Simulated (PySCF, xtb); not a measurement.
C₃H₈OSi₂, SMILES O[SiH2]C#CC[SiH3]. One conformer was computed; it need not be the lowest.

Harmonic wavenumbers (cm⁻¹) from GFN2-xTB run with xtb 6.7.1 at its own minimum, in rising order: 12, 63, 93, 123, 162, 239, 283, 324, 378, 493, 496, 513, 600, 607, 726, 746, 756, 772, 784, 786, 787, 810, 879, 1102, 1111, 1199, 1431, 2198, 2251, 2270, 2274, 2303, 2314, 2943, 2957, 3684.

What does PBE-D3(BJ)/def2-SVP (PySCF) give at its own minimum? (An estimate is asked for; the answer gives what the named calculation found.)

14, 50, 106, 132, 160, 205, 311, 363, 459, 484, 488, 607, 621, 713, 719, 800, 805, 873, 885, 898, 909, 913, 927, 1050, 1103, 1141, 1356, 2146, 2165, 2183, 2191, 2201, 2208, 2965, 3019, 3762. Paired by order, the mean absolute difference is 56 cm⁻¹ and the zero-point energies are 56.4 and 57.1 kcal/mol.
